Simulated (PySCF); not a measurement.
Simulation results for CH5AlBO, B2FHN

All values are calculated (PySCF 2.14.0). Calculation on a computer-drawn molecule: the log of a Hartree-Fock and frozen-core CCSD(T) single point meant for a local Hartree-Fock minimum, with one planted fault or none, to be diagnosed. Offsets are logged minus clean, where the clean run is the same molecule without the fault. The reference is restricted for singlets and unrestricted otherwise, and also for a bond in bohr or an excited solution. Adding or removing an electron swaps singlet and doublet. The excited solution moves the top pair (singlet) or top alpha electron (doublet) to the lowest empty orbital. Highest occupied and lowest empty are orbital energies over both spins, largest force is the largest gradient component, triples share is (T) over the correlation energy, the T1 limit is 0.02 restricted and 0.045 unrestricted, electrons count all cores, a negative frequency is imaginary (commonest isotopes), and the dipole is about the centre of nuclear charge.

Common to all runs: logged SCF converged yes; logged CC converged yes; logged SCF stable within its kind yes; possible faults no fault, one electron removed, one electron added, multiplicity raised by two, geometry at a saddle point, SCF held on an excited solution, minimal basis STO-3G, one bond length entered in bohr, all coordinates scaled.

(1) CH5AlBO

Logged structure:
```xyz
9
CH5AlBO
C     -0.4408     0.0522    -0.2982
B      0.8903     0.1708    -1.3279
Al     1.5374     2.0612    -2.4957
O      2.8343     3.2247    -2.0048
H     -1.2705    -0.5702    -0.8422
H     -0.1547    -0.5686     0.6502
H     -0.9158     1.0575     0.0452
H      1.4764    -0.9336    -1.6409
H      3.4424     3.2385    -1.2049
```

```
meant charge                         : 0
meant multiplicity                   : 2
meant basis                          : cc-pV(D+d)Z
logged electrons                     : 37
logged basis functions               : 90
logged spin squared                  : 0.7986
logged highest occupied              : -7.752 eV
logged lowest empty                  : 1.1823 eV
logged largest force                 : 0.046236 hartree/bohr
logged T1 diagnostic                 : 0.020762
logged D1 diagnostic                 : 0.073898
logged triples share                 : 0.027465
logged dipole magnitude              : 1.5427 debye
logged energy HF                     : -382.22714 hartree
logged energy CCSD(T)                : -382.75122 hartree
planted fault                        : all coordinates scaled, by +6.6 %
HF energy offset from clean run      : 17.9 kcal/mol
CCSD(T) energy offset from clean run : 11.66 kcal/mol
```

Drawn bonds:
```
atom  other atom  order
   1           2      1
   2           3      1
   3           4      1
   1           5      1
   1           6      1
   1           7      1
   2           8      1
   4           9      1
```

(2) B2FHN

Logged structure:
```xyz
5
B2FHN
B     -2.1332    -1.1068    -2.6295
N     -1.6892    -0.8725    -1.4510
B     -1.2434    -0.6371    -0.2670
F     -0.8132    -0.4100     0.8757
H     -2.5382    -1.3206    -3.7046
```

```
meant charge            : 1
meant multiplicity      : 1
meant basis             : cc-pVDZ
logged electrons        : 26
logged basis functions  : 21
logged spin squared     : 0
logged highest occupied : -18.654 eV
logged lowest empty     : -1.627 eV
logged largest force    : 0.03165 hartree/bohr
logged T1 diagnostic    : 0.023241
logged D1 diagnostic    : 0.053114
logged triples share    : 0.073929
logged dipole magnitude : 3.037 debye
logged energy HF        : -200.99224 hartree
logged energy CCSD(T)   : -201.18831 hartree
planted fault           : ?
```

Drawn bonds:
```
atom  other atom  order
   1           2      1
   2           3      2
   3           4      1
   1           5      1
```

Notes: T1 above single-reference limit.

To be estimated
1. Which fault was planted in the run of B2FHN (entry 2)?

Calculated values
1. minimal basis STO-3G

Further results for B2FHN (entry 2):

```
HF energy offset from clean run      : 1679 kcal/mol
CCSD(T) energy offset from clean run : 1867 kcal/mol
```
